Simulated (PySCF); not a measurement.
## `P[SiH2][SiH2]C1CCC1`, C4H13PSi2

Geometry (Å), atoms numbered from 1 in this order:
```xyz
20

P    -4.3523   -0.8062    0.4669
Si   -2.1911   -1.2854    0.1247
Si   -0.8984    0.5411   -0.5172
C     0.9029   -0.0062   -0.7617
C     1.9663    1.0922   -0.9615
C     2.8320    0.4378    0.1225
C     1.6605   -0.4808    0.4948
H    -4.5049   -0.0607   -0.6866
H    -4.1148    0.3229    1.2268
H    -1.7618   -1.8991    1.3899
H    -2.2235   -2.3791   -0.8574
H    -0.8927    1.6110    0.4973
H    -1.3534    1.1820   -1.7627
H     0.9734   -0.7524   -1.5551
H     1.6153    2.0839   -0.6821
H     2.4083    1.1485   -1.9544
H     3.6841   -0.1049   -0.2826
H     3.1827    1.1018    0.9101
H     1.8856   -1.5448    0.5393
H     1.1766   -0.1908    1.4264
```

Computed with TDDFT PBE0/def2-SVPD excited states, vertical, gas phase (PySCF). Geometry: GFN2-xTB.

(1) Give the one- and two-photon strengths of the lowest singlets.

## Answers

(1) δ for parallel linear polarisation; σ at the peak of a Lorentzian of half width 0.1 eV, single beam; Ω is circular over linear.
```tsv
state	E (eV)	f	photon λ (nm)	δ (au)	σ (GM)	Ω	main
S1	5.78	0.138	429	0.67	0.01	0.91	HOMO→LUMO 0.94
S2	6.09	0.001	407	1.42	0.02	1.11	HOMO→LUMO+2 0.65, HOMO→LUMO+1 0.32
S3	6.26	0.138	396	11	0.16	1.23	HOMO→LUMO+1 0.59, HOMO→LUMO+2 0.28
S4	6.44	0.010	385	5.9	0.09	1.35	HOMO→LUMO+4 0.93
S5	6.57	0.163	378	21.8	0.34	1.01	HOMO→LUMO+3 0.83
```

Among these, the strongest one-photon state is S5, the strongest two-photon state S5, with a dipole change of 3.3 D (relaxed, norm of the difference vector).
